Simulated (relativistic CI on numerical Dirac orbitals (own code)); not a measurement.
## What each ingredient does to the levels of Pt LXXVIII

Base calculation: Dirac-Coulomb-Breit CI, separate exchange-only KLI orbitals for each configuration, model QED (radiative potential, 1s self-energy scaled to tabulated hydrogen-like ionisation energies).

Configuration list: 1s, 2s, 2p, 3s, 3p, 3d, 4s, 4p, 4d, 4f, 5s, 5p, 5d, 5f, 5g, 6s, 6p, 6d. Levels of other configurations are missing.

Variants: (1) QED terms removed; (2) non-relativistic limit. Shifts of the energy above 1s ²S1/2, in eV, for the lowest level and the first level of each name with at least 55 % of one term (blank where a level changes its place among those of its configuration and J or its character, or is not in the variant):

```csv
Level,Base,Δ(1),Δ(2)
1s ²S1/2,0.0,0.0,0.0
2p ²P°1/2,67422.3,+145.4,-5346.7
2s ²S1/2,67452.8,+121.8,-5376.3
2p ²P°3/2,69534.1,+143.9,-7458.5
3p ²P°1/2,80575.1,+148.1,-7002.7
3s ²S1/2,80584.2,+141.0,-7011.5
3d ²D3/2,81203.0,+149.0,-7630.5
3p ²P°3/2,81204.4,+147.5,-7632.0
3d ²D5/2,81378.7,+148.6,-7806.3
4p ²P°1/2,85087.1,+148.6,-7490.8
4s ²S1/2,85090.8,+145.7,-7494.4
4d ²D3/2,85349.7,+149.0,-7753.5
4p ²P°3/2,85350.3,+148.4,-7754.1
4f ²F°5/2,85424.2,+149.0,-7827.9
```
